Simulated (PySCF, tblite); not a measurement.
Isomers of C4H8OSSi. Computed with GFN2-xTB (tblite): harmonic, unscaled wavenumbers at the GFN2-xTB geometry, gas phase. The method is semi-empirical: single wavenumbers can be off by several per cent or more. Modes of hydrogen on silicon can be 10 to 20 % off. One conformer each.

Electronic energies: PBE0/pcSseg-1 single points on the GFN2-xTB geometries (PySCF, gas phase).

| SMILES | electronic energy, lowest = 0 (kcal/mol) |
| --- | --- |
| O=C1CS[C@@H]([SiH3])C1 | 3.1 |
| O=C[C@H]1CSC[SiH2]1 | 0.0 |
| C=C(S[SiH3])C(C)=O | 5.6 |

Question: How do GFN2-xTB zero-point energies change the relative energies?

Answer: 
| SMILES | ZPE (kcal/mol) | of it from modes above 1550 cm⁻¹ | electronic (kcal/mol) | with ZPE, lowest = 0 (kcal/mol) | lowest mode (cm⁻¹) | rings |
| --- | --- | --- | --- | --- | --- | --- |
| O=C[C@H]1CSC[SiH2]1 | 67.4 | 34.3 | 0.0 | 0.0 | 46 | 1 |
| O=C1CS[C@@H]([SiH3])C1 | 66.1 | 33.6 | 3.1 | 1.7 | 60 | 1 |
| C=C(S[SiH3])C(C)=O | 64.9 | 36.7 | 5.6 | 3.1 | 12 | 0 |

The zero-point energies span 2.5 kcal/mol, from `C=C(S[SiH3])C(C)=O` to `O=C[C@H]1CSC[SiH2]1`. The order is unchanged.

Question: And how do the electronic energies of GFN2-xTB itself compare?

Answer: `O=C[C@H]1CSC[SiH2]1` 12.7; `O=C1CS[C@@H]([SiH3])C1` 0.0; `C=C(S[SiH3])C(C)=O` 1.4 kcal/mol, lowest = 0. Against the energies above, taken from the same isomer `O=C[C@H]1CSC[SiH2]1`, the largest difference is 16.9 kcal/mol.
